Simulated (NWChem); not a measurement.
Molecule: C2H4BF3; SMILES FB(C(F)F)C

```xyz
10

C      1.3805    -1.2368    -0.3544
B     -0.0588    -0.8050     0.0372
F     -1.0252    -1.6850     0.2605
C     -0.4595     0.7470     0.1675
F      0.4209     1.3724     0.9961
F     -0.3502     1.3130    -1.0691
H      1.5305    -2.3245    -0.3689
H      1.6126    -0.8243    -1.3518
H      2.1074    -0.7683     0.3295
H     -1.4795     0.9503     0.5418
```
Atoms are numbered in this order, from 1.

Results from NWChem. Pople sets run with spherical d functions. The geometry was optimised at PBE0/def2-SVP. Atomic charges in e: unrestrained fits to the electrostatic potential beside Mulliken populations; buried atoms are poorly determined by the fit.

For level Hartree-Fock/6-31G*:

```yaml
ESP C1: -0.33
Mulliken C1: -0.77
ESP B2: 0.61
Mulliken B2: 0.78
Mulliken F3: -0.38
Mulliken F5: -0.45
```

Q: How do the values read with level B3LYP/def2-SVP instead?

A: 
* **ESP C1**: -0.21
* **Mulliken C1**: -0.08
* **ESP B2**: 0.42
* **Mulliken B2**: 0.03
* **Mulliken F3**: -0.07
* **Mulliken F5**: -0.24
